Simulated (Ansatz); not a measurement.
A structure relaxed at PBE-D4/def2-SVP in Ansatz, charge 0, singlet:

Cartesian coordinates in Å:
```
Si 0.128 -2.873 5.113
Si -3.382 -0.763 4.009
Si 1.952 0.485 4.961
Si -1.200 2.415 3.959
Si -2.080 -3.870 2.040
Si 3.148 -2.540 2.886
Si 1.100 -3.653 -0.148
Si -5.255 -1.998 0.979
Si -3.216 1.284 0.889
Si -2.070 -1.735 -1.158
Si -5.276 0.128 -2.173
Si -0.061 -0.626 1.908
Si 1.961 2.644 1.771
Si 3.106 -0.356 -0.262
Si -0.083 1.536 -1.293
Si 5.132 0.654 2.962
Si 5.107 3.024 -0.543
Si -3.427 3.412 -2.172
Si -1.222 4.568 0.771
Si 1.908 4.796 -1.423
Si -0.958 -4.777 -3.221
Si -2.122 0.433 -4.333
Si 1.079 -1.494 -3.345
Si 3.105 1.750 -3.464
Si 0.058 3.671 -4.573
Si -0.930 -4.630 3.950
Si -3.974 -2.707 2.817
Si 1.266 -1.380 3.695
Si -1.926 0.555 2.714
Si 0.072 1.640 5.782
Si 3.247 1.912 3.603
Si 0.091 3.825 2.581
Si -0.771 -2.482 0.661
Si 0.360 -5.498 -1.407
Si -2.814 -3.586 -2.402
Si 2.560 -4.382 1.547
Si 4.425 -1.088 1.545
Si 2.368 -2.215 -1.513
Si -3.951 -0.569 -0.359
Si -1.948 2.713 -0.482
Si -0.792 -0.319 -2.542
Si -4.016 1.577 -3.528
Si 1.216 0.796 0.529
Si 3.224 4.079 0.396
Si 4.404 1.057 -1.628
Si 1.222 2.920 -2.672
Si 0.027 5.977 -0.641
Si 0.339 -3.355 -4.579
Si -0.994 1.927 -5.762
Si 2.521 -0.186 -4.666
H -0.899 -2.135 5.932
H 1.142 -3.449 6.072
H -2.795 -1.094 5.357
H -4.630 0.054 4.244
H 2.805 -0.001 6.112
H -2.417 3.168 4.451
H -2.546 -5.060 1.231
H 3.971 -2.981 4.076
H -6.476 -1.245 1.451
H -5.715 -3.178 0.159
H -4.411 2.048 1.412
H -6.498 0.838 -1.641
H -5.734 -1.078 -2.956
H 5.726 0.031 4.204
H 6.194 1.511 2.326
H 6.174 2.754 0.485
H 5.695 3.947 -1.585
H -4.674 3.918 -1.486
H -2.861 4.547 -2.985
H -2.439 5.296 1.298
H 2.746 5.687 -2.313
H -1.420 -5.972 -4.025
H -2.588 -0.765 -5.130
H 3.913 2.695 -4.326
H -0.976 4.694 -4.181
H 1.055 4.358 -5.475
H -1.932 -5.292 4.866
H 0.097 -5.667 3.577
H -4.776 -3.628 3.708
H -0.767 0.731 6.646
H 0.530 2.805 6.625
H 3.671 3.124 4.402
H 0.580 5.013 3.380
H -0.438 -6.419 -0.517
H 1.560 -6.260 -1.915
H -3.657 -4.474 -1.521
H -3.674 -3.107 -3.547
H 1.963 -5.507 2.352
H 3.805 -4.908 0.873
H 5.618 -1.832 0.989
H 3.571 -2.972 -2.031
H -4.831 2.055 -4.709
H 3.647 5.276 1.219
H 5.597 0.270 -2.122
H 0.483 7.198 0.120
H -0.827 6.434 -1.799
H 1.538 -4.104 -5.107
H -0.472 -2.878 -5.759
H 0.034 1.201 -6.590
H -2.007 2.520 -6.712
H 3.770 -1.000 -4.908
H 1.914 0.135 -6.007
```

Task: Give its formula.

Result: Si₅₀H₅₂, a nanocrystal cut from cubic silicon.

Task: Summarise the bond lengths by kind (pairs closer than 1.2 times the sum of covalent radii, bridged metal pairs left out).

Result: 74 × Si–Si 2.35 to 2.36 Å; 52 × H–Si 1.51 Å.

Single mean-field runs in def2-SVP are fitted with def2-universal-jkfit.
